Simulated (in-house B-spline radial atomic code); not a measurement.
Configurations of Te8+, with energies counted from [Kr] (4d3/2)4 (4d5/2)4. All numbers are computed (Dirac-Hartree-Fock, average of each configuration as written; Fermi nucleus of rms radius 4.7423 fm) with a radial B-spline atomic code at the basis-set limit, not measured. Energies include first-order Breit, QED and recoil terms.

Occupations are held fixed; configurations that lie above the ionisation limit could autoionise.

```csv
configuration,E - E(ref) (eV),highest orbital,its <r> (bohr)
[Kr] (4d3/2)1 (4d5/2)6 (6g7/2)1,141.84,6g7/2,4.802
[Kr] (4d3/2)1 (4d5/2)6 (8p1/2)1,145.42,8p1/2,6.65
[Ar] 3d10 4s2 (4p1/2)1 (4p3/2)4 (4d3/2)3 (4d5/2)5 8s1,232.23,8s1/2,6.295
[Ar] (3d3/2)4 (3d5/2)5 4s2 4p6 (4d3/2)3 (4d5/2)6,542.48,4d5/2,0.8828
```

Order these further configurations by energy, lowest first.
A. [Kr] (4d3/2)3 (4d5/2)5
B. [Kr] (4d3/2)1 (4d5/2)6 (7g9/2)1
C. [Ar] 3d10 4s2 (4p1/2)2 (4p3/2)3 (4d3/2)3 (4d5/2)5 (7f5/2)1
D. [Kr] (4d3/2)3 (4d5/2)4 (5g9/2)1
E. [Ar] 3d10 4s2 (4p1/2)2 (4p3/2)3 (4d3/2)3 (4d5/2)5 (7g9/2)1

A (1.7524 eV), D (125.71 eV), B (149.98 eV), C (225.88 eV), E (229.19 eV).
